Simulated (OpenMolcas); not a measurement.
Tm³⁺: effect of the IPEA shift

| Property | Result |
| --- | --- |
| Program | OpenMolcas |
| Basis | ANO-RCC-VTZP [8s7p5d3f2g1h] |
| Scalar Hamiltonian | DKH2, point nucleus |
| Active space | 12 electrons in 7 orbitals (4f) |
| State averaging | 2S+1 = 3 even, 21 roots; 2S+1 = 1 even, 28 roots (27 in the spin-orbit step) |
| Spin-orbit coupling | RASSI with atomic mean-field integrals over the reference wave functions, term energies averaged over their components |

Methods on the same reference wave functions:
A. CASSCF
B. SS-CASPT2, IPEA 0 Eh, imaginary shift 0.1 Eh (closed shells correlated: 5s 5p)
C. SS-CASPT2, IPEA 0.25 Eh, imaginary shift 0.1 Eh (closed shells correlated: 5s 5p)

Energies in eV above 4f¹² ³H₆, the measured ground level; measured values from the list in Tchang-Brillet, Wyart, Meftah and Ait Mammar, Atoms 6, 52 (2018).

```json
{"Level": "4f¹² ³H₆", "A": "0.0000", "B": "0.0000", "C": "0.0000", "Measured": "0.0000"}
{"Level": "4f¹² ³F₄ [53 %]", "A": "0.8458", "B": "0.687", "C": "0.699", "Measured": ""}
{"Level": "4f¹² ³H₅", "A": "1.0296", "B": "1.032", "C": "1.032", "Measured": "1.0187"}
{"Level": "4f¹² ³H₄ [59 %]", "A": "1.6494", "B": "1.572", "C": "1.577", "Measured": "1.5557"}
{"Level": "4f¹² ³F₃", "A": "2.0239", "B": "1.776", "C": "1.799", "Measured": "1.7867"}
{"Level": "4f¹² ³F₂", "A": "2.1938", "B": "1.897", "C": "1.918", "Measured": "1.8709"}
{"Level": "4f¹² ¹G₄ [57 %]", "A": "2.7211", "B": "2.670", "C": "2.667", "Measured": "2.6253"}
{"Level": "4f¹² ¹I₆", "A": "5.1415", "B": "4.764", "C": "4.751", "Measured": "4.3803"}
{"Level": "4f¹² ³P₁", "A": "5.6697", "B": "4.887", "C": "4.931", "Measured": ""}
{"Level": "4f¹² ³P₂ [64 %]", "A": "5.7562", "B": "5.059", "C": "5.092", "Measured": "4.7774"}
{"Level": "4f¹² ³P₀", "A": "5.8359", "B": "5.053", "C": "5.097", "Measured": ""}
```

Deviations, from unrounded energies. A percentage is the sum of absolute deviations over the sum of measured energies, with the sign that they share, or ± where signs differ.

| Against measurement | Levels | A | B | C |
| --- | --- | --- | --- | --- |
| mean absolute deviation (cm-1) | 7 | 2900 | 900 | 950 |
| fine structure of the ground term (%) | 2 | +4.1 | +1.1 | +1.3 |
| other terms of the ground configuration (%) | 5 | +15.5 | ±4.8 | +5.1 |

B lies closest to measurement on these levels and A furthest from it. The largest miss of B in the table is 4f¹² ¹I₆, by +3100 cm-1. The ranking rests on the paired levels alone, and a cruder setting can come out closer through cancelling errors.

Between B and C the level of the table that moves most is 4f¹² ³P₁, by 350 cm-1 (lowest in B, highest in C). Moves below CASPT2's spread within the term are not significant.

The mean deviations of B to C differ by less than CASPT2's widest spread within a term (1800 cm-1), so their order carries little weight.

From A to B the spin-free energies of the other terms of 4f¹² shown, above ³H, scale by factors of 0.75 to 0.96, as is usual when dynamic correlation screens the repulsion within a d or f shell.

The lowest spin-free term lies below A's lowest term by 1.047 hartree in B, 1.042 hartree in C.

CASPT2 breaks the degeneracy within a term, and the mean is taken; among the terms shown or strongly mixed into the levels shown the widest spread is 1800 cm-1 (4f¹² ¹I, B). Some high roots are left out of the spin-orbit mixing, which shifts the levels that they would mix with. The CASPT2 spread within a term exceeds the gap to the next term for 4f¹² ³P and 4f¹² ¹I, so the order of their levels is uncertain (figures for B; the like holds for C). Without dynamic correlation excited terms often stand tens of per cent too high (terms of higher spin than the ground term too low), and those without a measured partner can miss by more than the paired ones (holds for A). Computed and measured levels are paired by configuration, term and J; levels that our copy of the source lacks, or whose pairing is in doubt (as where it misses far off the trend of its configuration), stay unpaired and out of the deviations. Only configurations of the active space appear. The table leaves out levels that lie high or whose names do not pair safely across all columns.

A share in square brackets marks a mixed level and gives the weight of the term that names it, the lowest over the columns.
